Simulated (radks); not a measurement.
Problem. These are the eigenvalues of the occupied orbitals of an atom or ion with whole-number occupations (eV). All-electron calculation, Dirac Kohn-Sham, PW91, spin-unpolarised, spherical densities, point nucleus. Program: a radial shooting solver on a logarithmic mesh with Libxc functionals.

orbital  eigenvalue
1s1/2     -44998.55
2s1/2     -7323.470
2p1/2     -6935.887
2p3/2     -6375.435
3s1/2     -1606.775
3p1/2     -1440.641
3p3/2     -1327.954
3d3/2     -1039.238
3d5/2     -1014.817
4s1/2     -329.7037
4p1/2     -266.5203
4p3/2     -241.9276
4d3/2     -138.0471
4d5/2     -133.6799
5s1/2      -54.9923
5p1/2      -38.0923
5p3/2      -34.7846
4f5/2      -15.3723

Which element is it, and in what charge state? The configuration may be excited. Open shells, if any, fill j = l - 1/2 first.

Solution. Z = 61, promethium, charge +2: Pm2+ in [Xe] 4f5. The list shows which subshells hold electrons but not how many an open one holds; the 1s level, -1653.7 hartree, gives Z - s = 57.5 by -(Z - s)^2/2, which with screening and relativity narrows Z to a few neighbours, and the depths of the outer levels then fix element, charge and occupations together.
